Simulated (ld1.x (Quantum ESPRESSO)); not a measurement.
## Before and after: RRKJ potential for rhodium (Rh)

* Element: rhodium (Rh)
* Generator: ld1.x (Quantum ESPRESSO) 7.5
* Type: norm-conserving RRKJ (Kleinman–Bylander form)
* Functional: LDA (PZ)
* Relativity: scalar-relativistic
* Frozen core: [Ar] 3d10
* Valence charge: 17
* Reference configuration: 4s2 4p6 4d7 5s0 5p0 (charge +2)
* Partial waves: 4s (bound): rc 1.05 bohr; 4p (bound): rc 0.95 bohr; 4d (bound): rc 1.30 bohr
* Local potential: all-electron potential smoothed inside 1.15 bohr (lloc = -2)
* Core correction: none
* rho0: 0.005

Change: wave 4p (bound): rc 0.95 bohr becomes 4p (bound): rc 1.18 bohr.

Cutoffs: the cutoffs (Ry, on a coarse ladder) from which the occupation-weighted sum of valence levels, in a spherical-Bessel basis at the reference potential, stays within 10 and 1 mRy of its value at 400 Ry; they do not see the model core or the augmentation charge, which bear on the density cutoff. Errors are all-electron minus pseudo energies relative to the spin-unpolarised reference configuration.

Question: How do hardness, ghosts and transferability respond?

Answer: The potential gets softer (160 Ry and 260 Ry → 140 Ry and 230 Ry); of the 9 tests that both files solve, the error grows in 0 and shrinks in 3 by more than 15 % and 0.3 meV (median size 11.6 → 11.4 meV); neither file shows a bound ghost. A larger radius leaves more room for a smooth pseudo-wave, so fewer plane waves are needed. That the errors move this way runs against the usual rule that smaller radii transfer better.

```csv
quantity,base,changed
"cutoff, loose",160 Ry,140 Ry
"cutoff, tight",260 Ry,230 Ry
loose cutoff by channel (10 mRy a level),"s 140 Ry, p 100 Ry, d 45 Ry","s 140 Ry, p 90 Ry, d 45 Ry"
bound ghosts,none,none
"error for 4s2 4p6 4d8 5s1 5p0, meV [ΔE -27.56 eV]",+6.1,+6.0
"error for 4s2 4p6 4d8 5s0 5p0, meV [ΔE -19.77 eV]",+2.2,+2.1
"error for 4s2 4p6 4d6 5s0 5p0, meV [ΔE 32.74 eV]",+0.9,+0.5
"error for 4s2 4p5 4d8 5s1 5p0, meV [ΔE 29.19 eV]",-24,-20
"error for 4s2 4p6 4d8 5s0 5p1, meV [ΔE -23.82 eV]",+8.6,+6.0
"error for 4s2 4p6 4d5 5s0 5p0, meV [ΔE 79.89 eV]",+14,+13
"error for 4s2 4p6 4d7 5s2 5p0, meV [ΔE -25.18 eV]",+12,+11
"error for 4s2 4p6 4d7 5s0 5p0 (spin-polarised), meV [ΔE -1.41 eV]",+101,+100
"error for 4s2 4p6 4d8 5s1 5p0 (spin-polarised), meV [ΔE -28.44 eV]",+46,+46
s: phases at 1.40 bohr within 0.05 rad from the reference energy up to (Ry; the scan ends near 5),to the end of the scan,to the end of the scan
p: phases at 1.40 bohr within 0.05 rad from the reference energy up to (Ry; the scan ends near 5),to the end of the scan,to the end of the scan
d: phases at 1.40 bohr within 0.05 rad from the reference energy up to (Ry; the scan ends near 5),to the end of the scan,to the end of the scan
```
